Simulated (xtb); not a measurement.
Ge(F)(Me) (CH3FGe), SMILES [F][Ge][CH3] (connectivity only; charge and spin as stated), neutral, multiplicity 1. All values are semi-empirical tight-binding results from xtb (GFN2-xTB unless named), good for trends rather than for accurate numbers. Coordinates come from a GFN2-xTB optimisation.

Optimised geometry:

```xyz
6

Ge    -0.0962    -0.0591     0.4809
F     -0.1960    -1.3052    -0.8472
C      0.5001     1.4255    -0.7783
H      0.6398     2.3789    -0.2699
H     -0.2397     1.5597    -1.5682
H      1.4408     1.1477    -1.2547
```

For metal compounds this method's bond lengths and energies can be far off.

- point group as xtb finds it = Cs
- orbital gap = 3.14 eV
- zero-point energy = 22.2 kcal/mol
- G − E(el) at 298.15 K (modified RRHO) = 4.3 kcal/mol

Computed atomic charges and the Wiberg bond orders between heavy atoms:
charges (e) Ge1 0.37, F2 -0.32, C3 -0.21, H4 0.04, H5 0.06, H6 0.06. Bond orders Ge1–F2 1.16, Ge1–C3 1.09.
